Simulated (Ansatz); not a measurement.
A run for Ansatz (a program for electronic structure): U-CCSD(T)/def2-TZVPP on H2SeZn (SMILES [ZnH][SeH]), a point of a bond scan (R = 1.179 Å). The run froze 23 orbitals, filled d shells among them.

Ansatz 0.2 input:
```yaml
crystal:
  periodic: [false, false, false]
  atoms:
    - {symbol: Zn, position_ang: [-0.70919421, -0.50984122, -0.82879930]}
    - {symbol: H, position_ang: [-1.61369366, -1.16459831, -1.88282235]}
    - {symbol: Se, position_ang: [0.65395606, 0.50525059, 0.74073403]}
    - {symbol: H, position_ang: [0.65480222, -0.47389787, 1.39762228]}
basis:
  gaussian:
    orbitals: def2-TZVPP
correlation: {method: ccsd_t, electrons: outside_noble_gas}
scf: {omitted_lower_state_checks: [cluster_reference]}
magnetization: {spin_polarized: true, initial_magnetization: 0}
```

Program output:

```
WARN ansatz: RAYON_NUM_THREADS=1 ignored (pool sized by the plan → 1); use --threads N
Functional definition: HF
these checks for a lower state are left out or cut short: cluster_reference
integrals: 0.47 GiB planned
928 factors; integrals over basis functions are off by at most 1.3e-3 eV
mean field: 0.68 GiB planned
mean field evaluation 1: about -113709.4581 eV, gradient 1.1e1 eV
mean field evaluation 2: about -113709.4639 eV, gradient 1.1e1 eV
mean field evaluation 4: about -113710.4273 eV, gradient 2.5e0 eV
mean field evaluation 8: about -113710.4577 eV, gradient 5.4e-4 eV
mean field -113710.45766593 eV, -4178.7822435066 hartree, gradient 2.8e-6 eV, S^2 0.000000; 0 other end points of the search recorded, 0 dependent functions left out
23 core orbitals not correlated
reference -113710.45766593 eV, -4178.7822435066 hartree; 10, 10 occupied and 107, 107 virtual orbitals, 928 factors
second order -18.14492047 eV of doubles, -0.00000000 eV of singles
coupled cluster: 0.97 GiB planned
cycle   1  -16.83349937 eV  change     1.3e0 eV  update   1.1e-1
cycle   2  -17.38159375 eV  change   -5.5e-1 eV  update   4.5e-2
cycle   3  -17.48997644 eV  change   -1.1e-1 eV  update   1.7e-2
cycle   4  -17.47050604 eV  change    1.9e-2 eV  update   5.5e-3
cycle   5  -17.46589014 eV  change    4.6e-3 eV  update   2.0e-3
cycle   6  -17.46704776 eV  change   -1.2e-3 eV  update   5.9e-4
cycle   7  -17.46691300 eV  change    1.3e-4 eV  update   2.1e-4
cycle   8  -17.46678703 eV  change    1.3e-4 eV  update   5.8e-5
cycle   9  -17.46684120 eV  change   -5.4e-5 eV  update   2.0e-5
cycle  10  -17.46685494 eV  change   -1.4e-5 eV  update   6.3e-6
perturbative correction -0.57238652 eV, -0.0210348167 hartree
Total energy: -113728.49690740 eV, -4179.4451734030 hartree
Checks for a lower state left out: cluster_reference
```

Self-consistency was reached.

Cost: around 20 core-seconds (rough).
